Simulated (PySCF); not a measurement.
AlH, SMILES [AlH] (connectivity only; charge and spin as stated), neutral, multiplicity 1.

Geometry: B3LYP-D3(BJ)/def2-TZVPD.

Two levels are set side by side: TDDFT-PBE/def2-TZVPD (PySCF) and ADC(2)/aug-cc-pVDZ (PySCF). Vertical, same geometry; the bases differ. Differences are taken from unrounded values.

```
quantity                        ADC(2)  TDDFT-PBE  TDDFT-PBE minus ADC(2)
------------------------------  ------  ---------  ----------------------
lowest singlet excitation (eV)    3.03       2.80                   -0.24
```

A lower first singlet is the usual sign of a functional without exact exchange. Differences between two approximate levels are no errors against the true value.
